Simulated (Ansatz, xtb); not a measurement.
**C5H5BOS: 6 structures ranked**

6 gas-phase structures of C5H5BOS, from a drawn sample of its isomers (lower ones may exist). Each was relaxed with GFN2-xTB; where two conformers were screened, the lower at r2SCAN-D4/def2-SVP is listed:

A. `Bc1ccc(C=O)s1`, a singlet
B. `Bc1cscc1C=O`, a singlet
C. `Bc1csc(C=O)c1`, a singlet
D. `Bc1ccsc1C=O`, a singlet
E. `Bc1cc(C=O)cs1`, a singlet
F. `Bc1sccc1C=O`, a singlet

Problem. Which do you expect lowest at r2SCAN-D4/def2-SVP, and how would the others follow?

Solution. Calculated order at r2SCAN-D4/def2-SVP: A (0.0), E (0.2), F (0.6), C (2.6), D (4.0), B (5.3) kcal/mol. Less than 1 kcal/mol parts A and E; E and F, so the order within those pairs means little.

Energies above the lowest of each column, in kcal/mol; the last columns are at PBE-D3(BJ)/def2-SVP geometries:

```json
{"structure": "A", "GFN2-xTB": "0.0", "HF/STO-3G": "1.0", "r2SCAN-D4/def2-SVP": "0.0", "PBE-D3(BJ)/def2-SVP": "0.0", "CCSD(T)/def2-SVP + ΔMP2/def2-TZVPP": "0.4"}
{"structure": "E", "GFN2-xTB": "0.1", "HF/STO-3G": "0.0", "r2SCAN-D4/def2-SVP": "0.2", "PBE-D3(BJ)/def2-SVP": "0.2", "CCSD(T)/def2-SVP + ΔMP2/def2-TZVPP": "0.0"}
{"structure": "F", "GFN2-xTB": "0.6", "HF/STO-3G": "1.3", "r2SCAN-D4/def2-SVP": "0.6", "PBE-D3(BJ)/def2-SVP": "0.4", "CCSD(T)/def2-SVP + ΔMP2/def2-TZVPP": "0.3"}
{"structure": "C", "GFN2-xTB": "1.3", "HF/STO-3G": "2.0", "r2SCAN-D4/def2-SVP": "2.6", "PBE-D3(BJ)/def2-SVP": "2.6", "CCSD(T)/def2-SVP + ΔMP2/def2-TZVPP": "2.4"}
{"structure": "D", "GFN2-xTB": "2.2", "HF/STO-3G": "3.8", "r2SCAN-D4/def2-SVP": "4.0", "PBE-D3(BJ)/def2-SVP": "3.8", "CCSD(T)/def2-SVP + ΔMP2/def2-TZVPP": "3.7"}
{"structure": "B", "GFN2-xTB": "2.3", "HF/STO-3G": "2.6", "r2SCAN-D4/def2-SVP": "5.3", "PBE-D3(BJ)/def2-SVP": "4.9", "CCSD(T)/def2-SVP + ΔMP2/def2-TZVPP": "3.8"}
```

Every level run on E puts it lowest or level with the lowest. CCSD(T)/def2-SVP + ΔMP2/def2-TZVPP orders those it was run on as E (0.0), F (0.3), A (0.4), C (2.4), D (3.7), B (3.8) kcal/mol. Less than 1 kcal/mol parts E and F; F and A; D and B, so the order within those pairs means little. Flexible structures stand in one conformer each, not always the lowest. ΔMP2 is the change of the MP2 energy from the smaller to the larger basis.

Over these structures GFN2-xTB departs from r2SCAN-D4/def2-SVP by 1.0 kcal/mol on average once a common shift is removed. A GFN2-xTB relaxation took about 0.26 s and the r2SCAN-D4/def2-SVP energy about 6.6 s on a shared host (Ansatz 0.2.0, xtb 6.7.1).
